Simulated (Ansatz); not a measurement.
Born–Oppenheimer molecular dynamics of CH8OSi2 (12 atoms, charge 0, multiplicity 1). It starts at the highest image of a converged band. Of that band: The profile has 2 maxima (images 1, 4) with wells between them (image 3): this band takes more than one step, which may be the mechanism or a detour left from its start path. Neighbouring images differ by up to 4.4 eV, so the band resolves the path poorly. A vibrational analysis at the climbing image gives 2 clearly imaginary modes (1711i, 51i cm⁻¹): a point of higher order, so a lower path passes nearby.

Level of theory: RHF/6-31G* in Ansatz.

| Item | Value |
| --- | --- |
| ensemble | NVE (velocity Verlet) |
| time step | 0.5 fs |
| steps asked | 200 |
| starting velocities drawn for | 100 K |
| seed | 4315 |

First frame:

```xyz
12
Properties=species:S:1:pos:R:3
Si -0.328 0.582 0.285
H 0.838 0.757 1.203
C 1.782 -0.171 0.379
H 1.612 -1.068 -0.203
H 2.422 0.519 -0.155
H 2.230 -0.444 1.325
H -0.066 0.902 -1.124
O -1.161 -0.827 0.375
Si -1.518 -2.404 0.573
H -1.459 -2.767 2.001
H -2.875 -2.664 0.064
H -0.559 -3.250 -0.164
```

Task: How far do the bonds stretch over the last three quarters of this one trajectory? (Pairs bonded in most of those frames.)

Result: 
| bond | mean (Å) | spread (Å) | shortest | longest |
| --- | --- | --- | --- | --- |
| Si1–H2 | 1.629 | 0.213 | 1.21 | 1.97 |
| Si1–C3 | 1.884 | 0.116 | 1.71 | 2.08 |
| Si1–H7 | 1.529 | 0.111 | 1.34 | 1.72 |
| Si1–O8 | 1.653 | 0.072 | 1.55 | 1.80 |
| C3–H4 | 1.095 | 0.018 | 1.06 | 1.13 |
| C3–H5 | 1.094 | 0.013 | 1.07 | 1.13 |
| C3–H6 | 1.096 | 0.013 | 1.08 | 1.13 |
| O8–Si9 | 1.639 | 0.043 | 1.54 | 1.71 |
| Si9–H10 | 1.479 | 0.019 | 1.44 | 1.51 |
| Si9–H11 | 1.472 | 0.005 | 1.46 | 1.48 |
| Si9–H12 | 1.478 | 0.008 | 1.46 | 1.49 |

Mean temperature of the second half: 1697 K. The conserved energy stayed within 1.2 meV per atom of its start (net change 0.81 meV per atom), so the integration is sound. The kinetic energy rose, since the run started high on the potential surface and went downhill. A run of 0.1 ps of so small a system gives no equilibrium averages. The orbitals stay closed-shell, which can raise the energy where a bond breaks towards radicals; this wasn't checked here.

The run took 5.6 min on 1 thread of Arm Neoverse V2 (shared host), peak memory 0.15 GiB.
